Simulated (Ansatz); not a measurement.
Computed with Ansatz on PBE0-D4/def2-TZVP structures; ΔE is electronic, products minus reactants. CCSD(T)/CBS is the MP2 limit (def2-TZVPP, def2-QZVPP) plus CCSD(T) − MP2 in def2-TZVPP, frozen cores. Functionals use def2-TZVPP. For Ge, Se outer-core shells are correlated without core-valence functions, which leaves a few kJ/mol of doubt a bond. Scalar relativity is left out up to krypton. Each species was taken in one conformer, which may not be the lowest.

`[SeH]C1BO1` + `C[B](F)[GeH3]` → `C[B]([GeH3])[SeH]` + `FC1BO1`  (redistribution)

```tsv
level	ΔE (kJ/mol)	difference from CCSD(T)/CBS
r2SCAN-D4	72.4	-0.7
ωB97X-V	73.3	0.2
ωB97M-V	76.1	3.0
B2PLYP	79.4	6.3
HF/def2-TZVPP	80.2	7.1
SCS-MP2/def2-TZVPP	77.8	4.7
CCSD(T)/def2-TZVPP	73.7	0.6
MP2/def2-QZVPP	76.1	3.0
MP2/CBS(def2)	75.4	2.3
CCSD/CBS(def2)	74.5	1.4
CCSD(T)/CBS	73.1	0
```

Largest T1 diagnostic among the species: 0.016.

In def2-TZVPP, CCSD(T) changes the Hartree–Fock value by −6.5 kJ/mol (the triples alone add −1.4 kJ/mol) and MP2 by −4.2 kJ/mol. The D4 term adds −3.9 kJ/mol with B3LYP and −2.2 kJ/mol with PBE0; it sums over pairs of atoms, weighted by their polarisabilities, and B3LYP, whose exchange is more repulsive, gets the larger term.

B3LYP here is the variant with VWN-RPA as its local correlation; programs differ in this.
